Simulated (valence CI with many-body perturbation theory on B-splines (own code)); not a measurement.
Cs50+: one-electron terms

Computed by relativistic CI+MBPT: three valence electrons over a frozen Dirac-Fock core [He], a basis of 11 s, 11 p, 10 d, 8 f, 5 g, 2 h functions for each j, with the one-electron correlation potential Σ1 (screened to all orders), the two-electron term Σ2, the three-electron term Σ3, Breit, model QED; selected single and double excitations, second order for the rest, scaled by the run's own slope (own B-spline code, finite nucleus).

The last digits are not significant, and no measured levels were compared; by estimate large intervals hold to a few tenths of a per cent, small ones and those within an open d or f shell to about a per cent.

These are the spectroscopic orbitals of the CI (the correlating ones are not listed), shaped by the core and the other valence electrons. h is the expectation value of the core's Dirac-Fock operator, without the valence repulsion; Σ1 is computed up to l = 3 at one energy for each symmetry, that of its lowest orbital but kept below the first core excitation, so for empty shells it is not the orbital's own correlation shift; Breit and QED include the response of the core, and the two lowest orbitals of each symmetry also the frequency dependence of Breit exchange, which makes a step in that column.

| Orbital | h (hartree) | Σ1 (cm⁻¹) | Breit (cm⁻¹) | QED (cm⁻¹) | ⟨r⟩ (bohr) |
| --- | --- | --- | --- | --- | --- |
| 2s1/2 | -375.57 | -1425 | 47374 | 52343 | 0.1063 |
| 3s1/2 | -164.18 | -354 | 13271 | 15220 | 0.2455 |
| 4s1/2 | -91.358 | -139 | 5310 | 6244 | 0.4446 |
| 5s1/2 | -58.05 | -68.7 | 2662 | 3149 | 0.7022 |
| 6s1/2 | -40.108 | -39.0 | 1520 | 1804 | 1.019 |
| 7s1/2 | -29.355 | -24.3 | 949 | 1129 | 1.393 |
| 2p1/2 | -371.01 | -3519 | 94624 | -375 | 0.08862 |
| 3p1/2 | -162.89 | -789 | 25600 | -238 | 0.2294 |
| 4p1/2 | -90.83 | -303 | 10279 | -107 | 0.4295 |
| 5p1/2 | -57.784 | -149 | 5143 | -56.0 | 0.6882 |
| 6p1/2 | -39.955 | -84.1 | 2934 | -32.6 | 1.006 |
| 7p1/2 | -29.26 | -52.2 | 1832 | -20.6 | 1.381 |
| 2p3/2 | -355.94 | -2675 | 36202 | 5184 | 0.09380 |
| 3p3/2 | -158.42 | -600 | 9878 | 1364 | 0.2367 |
| 4p3/2 | -88.953 | -231 | 4450 | 553 | 0.4391 |
| 5p3/2 | -56.827 | -114 | 2238 | 278 | 0.7002 |
| 6p3/2 | -39.403 | -64.3 | 1282 | 159 | 1.020 |
| 7p3/2 | -28.913 | -40.0 | 803 | 99 | 1.398 |
| 3d3/2 | -157.94 | -287 | 957 | -167 | 0.2000 |
| 4d3/2 | -88.749 | -122 | 524 | -51.7 | 0.4033 |
| 5d3/2 | -56.723 | -62.8 | 270 | -22.7 | 0.6653 |
| 6d3/2 | -39.343 | -36.4 | 163 | -12.0 | 0.9861 |
| 7d3/2 | -28.875 | -23.0 | 106 | -7.2 | 1.365 |
| 3d5/2 | -156.61 | -260 | 312 | 468 | 0.2025 |
| 4d5/2 | -88.186 | -110 | 170 | 215 | 0.4064 |
| 5d5/2 | -56.434 | -56.7 | 83.2 | 114 | 0.6690 |
| 6d5/2 | -39.176 | -32.8 | 50.4 | 66.7 | 0.9905 |
| 7d5/2 | -28.77 | -20.7 | 32.6 | 42.4 | 1.370 |
| 4f5/2 | -88.146 | -24.2 | 5.9 | -69.7 | 0.3495 |
| 5f5/2 | -56.415 | -13.6 | 4.8 | -34.3 | 0.6125 |
| 6f5/2 | -39.165 | -8.3 | 3.2 | -19.4 | 0.9344 |
| 7f5/2 | -28.764 | -5.4 | 2.2 | -12.0 | 1.315 |
| 4f7/2 | -87.87 | -23.2 | 1.7 | 61.8 | 0.3512 |
| 5f7/2 | -56.274 | -13.1 | 1.4 | 33.2 | 0.6144 |
| 6f7/2 | -39.084 | -7.9 | 0.9 | 19.7 | 0.9366 |
| 7f7/2 | -28.712 | -5.1 | 0.6 | 12.6 | 1.317 |
| 5g7/2 | -56.268 |  | 0.0 | -22.2 | 0.5365 |
| 6g7/2 | -39.08 |  | 0.0 | -12.8 | 0.8589 |
| 7g7/2 | -28.71 |  | 0.0 | -8.1 | 1.240 |
| 5g9/2 | -56.184 |  | 0.0 | 17.8 | 0.5378 |
| 6g9/2 | -39.031 |  | 0.0 | 10.4 | 0.8603 |
| 7g9/2 | -28.679 |  | 0.0 | 6.6 | 1.241 |
| 6h9/2 | -39.031 |  |  |  | 0.7623 |
| 6h11/2 | -38.999 |  |  |  | 0.7633 |

Among the shells of the start configuration 2s2 2p1, Σ1 is largest in size for 2p1/2, where it is 0.0043 % of h.

Lowest root of each symmetry, sizes in configuration state functions:

```tsv
J	Parity	Roots	Reference	Variational	Second order	Change by selected CI (cm⁻¹)	Change by second order (cm⁻¹)
1/2	even	26	82	14138	9456	-10330	0
3/2	even	32	120	21639	20288	-5964	0
5/2	even	26	121	24095	26519	-9048	-1
7/2	even	11	89	18659	25071	-6377	-5
9/2	even	4	60	12141	17528	-11816	-3
11/2	even	1	26	5040	7075	-8409	-3
1/2	odd	24	80	13525	10095	-9566	0
3/2	odd	34	122	21300	16972	-8928	0
5/2	odd	23	116	22380	35624	-14298	0
7/2	odd	12	92	17486	36445	-10626	-3
9/2	odd	3	55	9325	25072	-6366	-3
11/2	odd	1	29	5555	10531	-12626	-3
```
